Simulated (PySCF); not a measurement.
Cartesian coordinates (Å):
```xyz
12

Zn    -0.2386    -0.0190     0.0279
N      0.0200    -0.9186     1.5891
C     -0.3475    -2.3046     1.7551
C      0.3292    -0.2496     2.8302
H      0.4721    -2.8964     2.2379
H     -1.2553    -2.4487     2.3987
H     -0.5604    -2.7880     0.7788
H     -0.5281    -0.2394     3.5541
H      1.1815    -0.7415     3.3657
H      0.6241     0.8069     2.6596
S     -0.4061     1.0239    -1.8724
H     -1.7162     1.3397    -1.6589
```
Charge 0, spin multiplicity 1.

### Question
What HOMO–LUMO gap, HOMO, LUMO, total energy and charge on the central atom (Mulliken) does PySCF 2.14.0 with TPSSh-D3(BJ)/def2-TZVP // PBE-D3(BJ)/def2-SVP give?

### Answer

| Quantity | Result |
|---|---|
| HOMO–LUMO gap | 4.30 eV |
| HOMO | -5.27 eV |
| LUMO | -0.98 eV |
| total energy | -2312.8828 Ha |
| charge on the central atom (Mulliken) | 0.28 e |
